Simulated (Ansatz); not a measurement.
Diborane tri Cl (B2H3Cl3). The state is a singlet with charge 0. Geometry r2SCAN-D4/def2-SVP.

Cartesian coordinates in Å:
```
B 0.740 -0.119 0.446
Cl 0.789 -0.104 2.218
Cl 2.211 -0.379 -0.497
H 0.083 0.994 0.033
B -0.838 0.136 -0.391
Cl -0.930 0.128 -2.160
H -1.808 0.309 0.292
H -0.247 -0.965 0.059
```

**Question.** Estimate the orbital energies around the gap (eV) in Ansatz with HF/def2-TZVP, PBE-D4/def2-SVP, PBE-D4/def2-TZVP, PBE-D4/def2-TZVPD, r2SCAN-D4/def2-TZVP.

**Answer.** 
```csv
orbital,HF/def2-TZVP,PBE-D4/def2-SVP,PBE-D4/def2-TZVP,PBE-D4/def2-TZVPD,r2SCAN-D4/def2-TZVP
HOMO−5,-13.70,-8.70,-8.89,-8.94,-9.27
HOMO−4,-13.34,-8.27,-8.47,-8.52,-8.86
HOMO−3,-13.08,-8.06,-8.29,-8.34,-8.67
HOMO−2,-12.69,-7.69,-7.91,-7.96,-8.27
HOMO−1,-12.43,-7.52,-7.74,-7.79,-8.09
HOMO,-12.26,-7.46,-7.68,-7.73,-8.04
LUMO,2.34,-2.03,-2.33,-2.41,-2.09
LUMO+1,2.85,-0.06,-0.66,-1.13,-0.24
LUMO+2,4.16,0.49,-0.15,-0.51,0.22
LUMO+3,4.19,1.20,0.39,0.02,0.75
LUMO+4,4.59,2.81,1.05,0.26,1.56
LUMO+5,5.05,3.37,1.69,0.43,2.53
```
